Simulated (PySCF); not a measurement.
Spin-rotation constants: `Cc1cc(Cl)ccp1`, C$_{6}$H$_{6}$ClP

Molfile (atoms numbered from 1):
```
C6H6ClP
     RDKit          3D

 14 14  0  0  0  0  0  0  0  0999 V2000
   -2.3281   -0.3331    0.0845 C   0  0  0  0  0  0  0  0  0  0  0  0
   -0.8288   -0.2972    0.0024 C   0  0  0  0  0  0  0  0  0  0  0  0
   -0.1881    0.9195    0.1439 C   0  0  0  0  0  0  0  0  0  0  0  0
    1.1869    1.0776    0.0879 C   0  0  0  0  0  0  0  0  0  0  0  0
    1.8357    2.6736    0.2854 Cl  0  0  0  0  0  0  0  0  0  0  0  0
    2.0723    0.0306   -0.1172 C   0  0  0  0  0  0  0  0  0  0  0  0
    1.6460   -1.2681   -0.2836 C   0  0  0  0  0  0  0  0  0  0  0  0
   -0.0002   -1.8117   -0.2683 P   0  0  0  0  0  0  0  0  0  0  0  0
   -2.7678    0.2967   -0.6885 H   0  0  0  0  0  0  0  0  0  0  0  0
   -2.6663    0.0415    1.0503 H   0  0  0  0  0  0  0  0  0  0  0  0
   -2.6971   -1.3486   -0.0430 H   0  0  0  0  0  0  0  0  0  0  0  0
   -0.7940    1.8012    0.3087 H   0  0  0  0  0  0  0  0  0  0  0  0
    3.1306    0.2489   -0.1454 H   0  0  0  0  0  0  0  0  0  0  0  0
    2.3983   -2.0314   -0.4393 H   0  0  0  0  0  0  0  0  0  0  0  0
  1  2  1  0
  2  3  2  0
  3  4  1  0
  4  5  1  0
  4  6  2  0
  6  7  1  0
  7  8  2  0
  8  2  1  0
  1  9  1  0
  1 10  1  0
  1 11  1  0
  3 12  1  0
  6 13  1  0
  7 14  1  0
M  END
```

Method: PySCF, GIAO HF/pcSseg-1 magnetisability, rotational g tensor and spin-rotation constants, non-relativistic, gas phase. Geometry: GFN2-xTB.

(1) Give the nuclear spin-rotation constants along the inertial axes (H = +C I·J) beside the isotropic shieldings.

(2) How do the rotational constants and the g tensor change when H9, H10, H11, H12, H13, H14 are replaced by deuterium?

## Answers

(1) Rotational constants 2.6912, 0.9982, 0.7314 GHz. A star marks the isotopologue with that one atom substituted, in its own axes.
```csv
atom,isotope,Caa (kHz),Cbb (kHz),Ccc (kHz),mean (kHz),σ (ppm)
Cl5,35Cl,0.206,0.280,0.217,0.235,777.3
P8,31P,6.624,2.591,0.805,3.340,128.4
H9,1H,-0.290,-0.055,-0.010,-0.118,29.2
H10,1H,-0.290,-0.055,-0.010,-0.118,29.2
H11,1H,0.083,-0.096,-0.082,-0.032,29.2
H12,1H,-0.205,0.087,-0.072,-0.063,23.9
H13,1H,-0.003,0.008,-0.071,-0.022,24.1
H14,1H,-0.251,0.128,-0.078,-0.067,23.0
C1,13C*,0.359,0.131,0.112,0.201,168.9
C2,13C*,1.552,0.524,0.057,0.711,3.0
C3,13C*,0.955,0.477,0.098,0.510,49.8
C4,13C*,1.369,0.329,0.110,0.602,44.6
C6,13C*,1.095,0.429,0.083,0.535,53.1
C7,13C*,1.080,0.607,0.065,0.584,20.1
```
For the geometry as given, no vibrational averaging.

(2) Constants 2.2690, 0.9556, 0.6780 GHz; g -0.0342, -0.0210, 0.0090, against -0.0402, -0.0220, 0.0098 before.
